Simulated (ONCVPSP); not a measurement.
**Reading a pseudo-wave (Co)**

Columns: radius, all-electron u(r) and pseudo u(r) of the 3s shell (level -99.81 eV) of cobalt in the configuration [Ne] 3s2 3p6 3d7.5 4s1.5; PBE, scalar-relativistic, ONCV scheme, ONCVPSP 4.0.1.

| r (bohr) | all-electron | pseudo |
| --- | --- | --- |
| 0.062 | 0.1304 | 0.1547 |
| 0.125 | -0.5121 | 0.3102 |
| 0.188 | -0.6647 | 0.4622 |
| 0.250 | -0.4191 | 0.6057 |
| 0.312 | -0.0081 | 0.7400 |
| 0.375 | 0.4177 | 0.8635 |
| 0.438 | 0.7717 | 0.9695 |
| 0.500 | 1.0226 | 1.0529 |
| 0.562 | 1.1790 | 1.1127 |
| 0.625 | 1.2549 | 1.1470 |
| 0.688 | 1.2663 | 1.1544 |
| 0.750 | 1.2323 | 1.1365 |
| 0.812 | 1.1686 | 1.0967 |
| 0.875 | 1.0852 | 1.0374 |
| 0.938 | 0.9922 | 0.9643 |
| 1.000 | 0.8978 | 0.8836 |
| 1.062 | 0.8048 | 0.7989 |
| 1.125 | 0.7145 | 0.7128 |
| 1.188 | 0.6304 | 0.6301 |
| 1.250 | 0.5543 | 0.5542 |
| 1.312 | 0.4853 | 0.4852 |
| 1.375 | 0.4225 | 0.4224 |
| 1.438 | 0.3666 | 0.3665 |
| 1.500 | 0.3179 | 0.3179 |
| 1.562 | 0.2751 | 0.2751 |
| 1.625 | 0.2370 | 0.2370 |

**Question.** How many radial nodes do the two functions have?

**Answer.** The all-electron 3s function has n − l − 1 = 2; the pseudo-wave has 0, since the states of the same l below it are removed with the core.

**Question.** At about which radius was the pseudo-wave matched?

**Answer.** 1.25 bohr, where the columns begin to agree (steps of 0.06 bohr).

**Question.** Is the pseudo-wave norm-conserving?

**Answer.** Yes: the ONCV scheme keeps the norm inside the radius equal to the all-electron one, which fixes the energy derivative of the logarithmic derivative at the level.
